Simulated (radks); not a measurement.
Results of a calculation; reference values are marked as such.
Species: Ga23+. Configuration: [He] 2s2 2p4. Level of theory: Dirac Kohn-Sham, BLYP, spin-unpolarised, spherical densities, finite nucleus; open shells are shared between the two j in proportion to 2j + 1; Fermi nuclear charge, rms radius 3.9973 fm (a radial shooting solver on a logarithmic mesh with Libxc functionals).

Unscreened Slater integrals over Kohn-Sham orbitals (hartree). Large and small components are both included.

integral,value
"F0(2p3/2,2p3/2)",5.0082
"F2(2p3/2,2p3/2)",2.3902
"F0(2p3/2,2p1/2)",5.0525
"G2(2p3/2,2p1/2)",2.3848
"F0(2p3/2,2s1/2)",4.5932
"G1(2p3/2,2s1/2)",2.6048
"F0(2p3/2,1s1/2)",6.7988
"G1(2p3/2,1s1/2)",1.2263
"F0(2p1/2,2p1/2)",5.0982
"F0(2p1/2,2s1/2)",4.6255
"G1(2p1/2,2s1/2)",2.5907
"F0(2p1/2,1s1/2)",6.9430
"G1(2p1/2,1s1/2)",1.2547
"F0(2s1/2,2s1/2)",4.3296
"F0(2s1/2,1s1/2)",6.0897
"G0(2s1/2,1s1/2)",0.60472
"F0(1s1/2,1s1/2)",19.402
